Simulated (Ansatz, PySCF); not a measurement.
Molecule: trifluoro(methoxy)silane, CH₃F₃OSi, charge 0, multiplicity 1. 
Coordinates optimised at B3LYP-D3(BJ)/def2-TZVP (Ansatz, an electronic-structure program):
```xyz
9

Si     0.3974     0.0167    -0.0324
F      0.7139    -1.2546     0.8502
F      0.6104     1.2762     0.8971
F      1.4373     0.0810    -1.2091
O     -1.0735    -0.0319    -0.6578
C     -2.3172    -0.0949     0.0416
H     -3.1087    -0.1210    -0.7042
H     -2.3700    -0.9969     0.6537
H     -2.4480     0.7846     0.6743
```
Charge 0, spin multiplicity 1.

Dipole moments at this geometry, in debye (magnitudes).

| level | program | dipole (D) |
|---|---|---|
| HF/def2-TZVPD | PySCF | 2.72 |
| BLYP/def2-TZVPD | Ansatz | 2.45 |
| revPBE/def2-TZVPD | Ansatz | ___ |
| r2SCAN/def2-TZVPD | PySCF | 2.48 |
| PBE0/def2-TZVPD | Ansatz | 2.53 |
| r2SCANh/def2-TZVPD | Ansatz | 2.51 |
| r2SCAN0/def2-TZVPD | Ansatz | 2.56 |
| M06-2X/def2-TZVPD | PySCF | 2.59 |
| wB97X-V/def2-TZVPD | Ansatz | 2.55 |
| CCSD(T)/aug-cc-pV(D+d)Z | Ansatz | ___ |

Task: Complete the blanks.

Result: 
- revPBE/def2-TZVPD, dipole (D): 2.40
- CCSD(T)/aug-cc-pV(D+d)Z, dipole (D): 2.57
